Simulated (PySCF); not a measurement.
# Electron correlation in Ag⁺ (silver, charge +1)

[Kr] 4d10, closed-shell 1S. Computed with PySCF 2.14 in ANO-RCC-VTZP (7s6p4d2f1g, 68 functions), with the spin-free X2C one-electron Hamiltonian (Gaussian nucleus). Frozen: [Ar] 3d10; 18 electrons correlated.

```tsv
level	correlation energy (mhartree)
CCSD	-540.44
(T)	-13.71
CCSD(T)	-554.15
```

Diagnostics: T1 = 0.0080, D1 = 0.0151, largest double amplitude 0.021.

Is a single reference adequate?

Yes, within this model without spin-orbit coupling: T1 lies below 0.03 and no double amplitude reaches 0.07.
